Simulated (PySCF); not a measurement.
## Dipole moment and polarisability of `C#C[Si@@H]1[C@H](C=O)[C@@H]1F`

C₅H₅FOSi.
Geometry (GFN2-xTB, Å), atoms numbered from 1 in this order:
```xyz
13
C5H5FOSi angstrom
C      2.7179    0.0250    1.0782
C      1.9245   -0.1231    0.1850
Si     0.7075   -0.3658   -1.1597
C     -1.0555    0.3523   -0.8199
C     -1.1931    1.2062    0.3488
O     -1.5663    2.3551    0.3238
C     -0.9324   -1.1665   -0.6562
F     -1.0947   -1.6414    0.6182
H      3.4047    0.1594    1.8638
H      1.1403   -0.4486   -2.5397
H     -1.6259    0.6876   -1.6787
H     -0.8865    0.7264    1.2975
H     -1.5449   -1.7663   -1.3237
```

Level: CAM-B3LYP/def2-SVPD (PySCF), static field, nuclei fixed, core orbitals frozen in the response. The polarisability tensor in these axes (au):

```
x   100.19  -6.29   8.14
y    -6.29  78.03   6.55
z     8.14   6.55  82.55
```

Question: What are the eigenvalues, a third of the trace, and Δα (Δα² = ½Σ(αi − αj)² over the three pairs)?

Answer: Principal values 70.08, 86.79 and 103.89 au; mean 86.92 au = 12.88 Å³ = 14.33 × 10⁻⁴⁰ C²·m²/J; Δα = 29.28 au (34 % of the mean).

Question: What is the dipole moment, and where does it point?

Answer: (2.69, -2.49, -1.91) D, 4.14 D in size, pointing from the negative to the positive side. Measured along this direction, the outermost atoms are O6 at the negative end and H10 at the positive end.

Question: What are the principal values of the traceless quadrupole moment, Θ = ½Σq(3rr − r²1), about the centre of nuclear charge?

Answer: -19.21, -0.15, 19.36 D·Å. The values depend on the origin, since the dipole doesn't vanish. The electronic extent ⟨r²⟩ about the same centre is 1149 bohr², a root-mean-square distance of 2.21 Å for the 66 electrons.

Question: What depolarisation ratio follows for Rayleigh scattering of linearly polarised light, taking the static tensor?

Answer: ρ = 3Δα²/(45ᾱ² + 4Δα²) = 2571.4/(339983 + 3428.5) = 0.00749.

Question: Give the principal axes and the span of the nuclei along them.

Answer: Largest value along (0.94, -0.15, 0.31), where the nuclei span 5.90 Å; middle along (-0.14, 0.66, 0.74), 4.35 Å; least along (0.32, 0.74, -0.59), 3.46 Å. The response follows the extents in order.

Question: Form Σ f/ω² (atomic units) for the 8 lowest TDDFT singlets, given as eV and f, and set it beside the mean polarisability, which is this sum over all singlets: 4.22, 0.0038; 5.42, 0.0738; 5.48, 0.1353; 5.95, 0.0015; 6.12, 0.0343; 6.29, 0.0012; 6.32, 0.0204; 6.61, 0.0053.

Answer: They add up to 6.56 au, 7.5 % of the 86.92 au; the largest single term is 3.34 au, from the state at 5.48 eV. Terms in order: 0.16, 1.86, 3.34, 0.03, 0.68, 0.02, 0.38, 0.09 au. Higher excitations give the rest. The strengths listed sum to 0.276.

Isolated species at its GFN2-xTB geometry (one conformer only).
